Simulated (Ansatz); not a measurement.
Program: Ansatz. Geometries: PBE0-D4/def2-TZVP. ΔE: electronic, gas phase. CCSD(T)/CBS adds triple-zeta CCSD(T) − MP2 to the extrapolated MP2 energy (def2 sets, frozen cores). DFT in def2-TZVPP. One conformer a species, not always the lowest.

Reaction (redistribution): `C[SiH2][SiH2]O` + `C=COB(O)O` → `C[SiH2]OB(O)O` + `C=C[SiH2]O`

`C[SiH2][SiH2]O`:

```xyz
12

C    -0.691   -0.819    1.576
Si   -1.005   -0.023   -0.095
Si    0.922    1.005   -0.955
O     2.152   -0.081   -1.193
H    -0.398   -0.067    2.312
H     0.114   -1.555    1.507
H    -1.586   -1.325    1.943
H    -2.090    0.996    0.007
H    -1.463   -1.058   -1.070
H     0.586    1.720   -2.222
H     1.468    1.998    0.007
H     1.991   -0.791   -1.816
```

`C=COB(O)O`:

Cartesian coordinates in Å:
```
C -1.273 -1.024 1.615
C -0.434 -0.226 0.977
O -0.212 -0.344 -0.360
B 0.659 0.473 -1.036
O 0.827 0.292 -2.377
O 1.345 1.449 -0.380
H -1.424 -0.900 2.678
H -1.817 -1.805 1.098
H 0.124 0.564 1.469
H 0.288 -0.425 -2.718
H 1.918 1.945 -0.968
```

`C[SiH2]OB(O)O`:

Cartesian coordinates in Å:
```
C -1.182 0.711 1.450
Si -1.233 0.374 -0.376
O -0.078 -0.728 -0.822
B 1.280 -0.687 -0.727
O 1.888 0.391 -0.146
O 2.050 -1.712 -1.204
H -1.336 -0.206 2.024
H -0.217 1.139 1.731
H -1.967 1.420 1.727
H -2.529 -0.235 -0.769
H -1.037 1.630 -1.148
H 2.844 0.311 -0.146
H 1.517 -2.408 -1.594
```

`C=C[SiH2]O`:

Z-matrix (Å, degrees):
```
Si
C 1 1.857
O 1 1.649 2 111.4
H 1 1.491 2 108.7 3 122.7
H 1 1.484 2 111.0 3 -117.5
C 2 1.330 1 122.9 3 6.6
H 2 1.090 1 118.9 3 -173.1
H 3 0.958 1 117.3 2 72.7
H 6 1.087 2 121.4 1 0.7
H 6 1.086 2 122.4 1 -179.7
```

```json
{"level": "ωB97M-V", "ΔE (kcal/mol)": "-42.6"}
{"level": "CCSD/CBS(def2)", "ΔE (kcal/mol)": "-43.9"}
```

Question: What does CCSD(T)/CBS give? (Best estimate.)

Answer: Computed: -43.2 kcal/mol. The listed levels differ from it by 0.6, -0.7 kcal/mol.

Largest T1 diagnostic among the species: 0.012.

From PBE to PBE0 (25 % exact exchange), in def2-TZVPP and without D4, ΔE moves by −2.8 kcal/mol. The D4 term adds −0.7 kcal/mol with B3LYP and −0.4 kcal/mol with PBE0; it sums over pairs of atoms, weighted by their polarisabilities, and B3LYP, whose exchange is more repulsive, gets the larger term.

B3LYP here is the variant with VWN-RPA as its local correlation; programs differ in this.
